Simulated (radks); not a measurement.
Q: Spherical quantum dot in the effective-mass picture: electrons in a parabolic well V = omega^2 r^2 / 2 with omega = 0.449, with a point charge +2 (a donor) at the centre, all in effective atomic units (hartree* = m*/eps^2 hartree, bohr* = eps/m* bohr), one dielectric constant everywhere. Calculated with a radial shooting solver with Libxc functionals: non-relativistic Kohn-Sham, r2SCAN, spin-polarised, spherical densities, generalised Kohn-Sham scheme. Levels are named by radial order and angular momentum (1s, 1p, 1d, 2s, ...), and open shells are averaged over m. At N = 6 the configuration is 1s2 1p(up 3, down 0) 2s(up 1, down 0). Does electron 7 go into 1d up or 2s down or 1p down?

A: Into 1p down. The total energies of the other choices lie higher by 0.0202 hartree* (2s down), 0.245 hartree* (1d up).
